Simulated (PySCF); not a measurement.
## Be₂, PBE0: how much the basis matters

PySCF, UKS reference; singlet, unpaired electrons none; De to Be + Be without counterpoise correction.

```json
{"basis": "STO-3G", "relativity": "no relativity", "functions": "10", "Re (Å)": "2.388", "ωe (cm⁻¹)": "419", "De (eV)": "0.58"}
{"basis": "def2-SVP", "relativity": "no relativity", "functions": "18", "Re (Å)": "2.519", "ωe (cm⁻¹)": "310", "De (eV)": "0.30"}
{"basis": "def2-SVPD", "relativity": "no relativity", "functions": "24", "Re (Å)": "2.518", "ωe (cm⁻¹)": "309", "De (eV)": "0.30"}
{"basis": "pcseg-2", "relativity": "no relativity", "functions": "30", "Re (Å)": "2.495", "ωe (cm⁻¹)": "300", "De (eV)": "0.27"}
{"basis": "def2-TZVP", "relativity": "no relativity", "functions": "38", "Re (Å)": "2.517", "ωe (cm⁻¹)": "295", "De (eV)": "0.28"}
```

(1) How does each smaller set differ from the one with most functions, def2-TZVP?

Closed-shell solutions of metal pairs were not tested for spin polarisation, which can lower them a little. The bond is weak. Basis-set superposition, not corrected here, can be much of De in a small basis, most of all at correlated wavefunction levels. Functionals without a dispersion term scatter widely for such bonds, and LDA overbinds them. STO-3G is very small, so such numbers show the basis as much as the molecule.

Results:

(1) STO-3G: -12.9 pm, +42.0 % in ωe, +0.30 eV in De; def2-SVP: +0.2 pm, +5.1 % in ωe, +0.02 eV in De; def2-SVPD: +0.1 pm, +4.7 % in ωe, +0.02 eV in De; pcseg-2: -2.2 pm, +1.7 % in ωe, -0.01 eV in De. All at PBE0; the set with most functions is neither the basis-set limit nor always the best.
